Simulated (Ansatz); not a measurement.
`[SiH3][SiH2][InH2]` + H₂S → `[SH][InH2]` + `[SiH3][SiH3]` at 600 K and 1 bar (cleavage of the In–Si bond).

Computed with Ansatz on PBE0-D4/def2-TZVP structures; ΔE is electronic, products minus reactants. CCSD(T)/CBS adds triple-zeta CCSD(T) − MP2 to the extrapolated MP2 energy (def2 sets, frozen cores). This one scheme is used for every species. def2 core potentials past Kr. For In outer-core shells are correlated without core-valence functions, which leaves a few kJ/mol of doubt a bond.

```tsv
species	CCSD(T)/CBS energy (Eh)	H − E (kJ/mol)	S (J/(mol·K))
`[SiH3][SiH2][InH2]`	-772.14490	206.8	480.9
H₂S	-398.97279	60.8	230.9
`[SH][InH2]`	-589.39884	92.2	342.5
`[SiH3][SiH3]`	-581.74359	174.5	343.9
```

H − E and S are ideal-gas, rigid-rotor, harmonic terms from PBE0-D4/def2-TZVP, for one conformer and one mirror image of each species. 1 Eh = 2625.50 kJ/mol, R = 8.31446 J/(mol·K).

Question: By hand: ΔE, ΔH, ΔS and ΔG.

Answer: ΔE = (-589.39884) + (-581.74359) − (-772.14490) − (-398.97279) = -0.02474 Eh = -65.0 kJ/mol. Δ(H − E) = 92.2 + 174.5 − 206.8 − 60.8 = -0.9, so ΔH = -65.9 kJ/mol. ΔS = 342.5 + 343.9 − 480.9 − 230.9 = -25.4 J/(mol·K). ΔG = -65.9 − 600 × (-25.4)/1000 = -50.7 kJ/mol.

Question: By hand: the equilibrium constant, and the temperature at which ΔG would vanish if ΔH and ΔS stayed fixed.

Answer: log₁₀ K = −ΔG/(RT ln 10) = 4.4. ΔG = 0 at ΔH/ΔS = 2594 K, far beyond where these terms or the molecules hold.

ΔH outweighs TΔS. A doubt of 5 kJ/mol in ΔE shifts log₁₀ K by 0.4 here. Other conformers and mirror images would add mixing entropy, several J/(mol·K) or more a flexible species. Modes under 60 cm⁻¹, often nearly free rotors, make the harmonic entropy too high. These are equilibria of isolated gas molecules and say nothing of rates. Largest T1 diagnostic: 0.014 (customary marks: 0.02 for closed shells, 0.045 for open ones).
